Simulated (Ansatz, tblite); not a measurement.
Cost and result up the ladder for Se(SiH3)2 (Si₂H₆Se) (9 atoms). Charge 0, multiplicity 1. Geometry: PBE0-D4/def2-SVP.

Cartesian coordinates in Å:
```
Se -0.882 1.200 0.528
Si -0.105 0.660 -1.553
H 1.386 0.588 -1.564
H -0.571 1.745 -2.463
H -0.651 -0.655 -2.005
Si 0.060 -0.597 1.582
H -0.347 -0.502 3.013
H 1.549 -0.563 1.470
H -0.437 -1.875 0.991
```

Ansatz on 4 threads of Arm Neoverse V1 on a shared host; xTB runs through tblite on one thread. Times are rough, summed over both states, and most runs start from the orbitals of an earlier one. PBE0-D4/def2-TZVP serves as the yardstick here, not as an exact answer. The other state is a triplet.

The xTB rows come from tblite.

xTB has no spin-polarisation term.

```json
{"level": "GFN2-xTB", "functions": "33", "wall time": "0.009 s", "vertical triplet (eV)": "4.77", "difference from PBE0-D4/def2-TZVP (eV)": "-0.32"}
{"level": "GFN1-xTB", "functions": "39", "wall time": "0.013 s", "vertical triplet (eV)": "5.94", "difference from PBE0-D4/def2-TZVP (eV)": "0.85"}
{"level": "PBE-D4/def2-TZVP", "functions": "158", "wall time": "4.5 s", "vertical triplet (eV)": "4.80", "difference from PBE0-D4/def2-TZVP (eV)": "-0.28"}
{"level": "PBE0-D4/def2-TZVP", "functions": "158", "wall time": "8.1 s", "vertical triplet (eV)": "5.09", "difference from PBE0-D4/def2-TZVP (eV)": "0.00"}
{"level": "r2SCAN-D4/def2-TZVP (with forces)", "functions": "158", "wall time": "13 s", "vertical triplet (eV)": "5.06", "difference from PBE0-D4/def2-TZVP (eV)": "-0.03"}
```
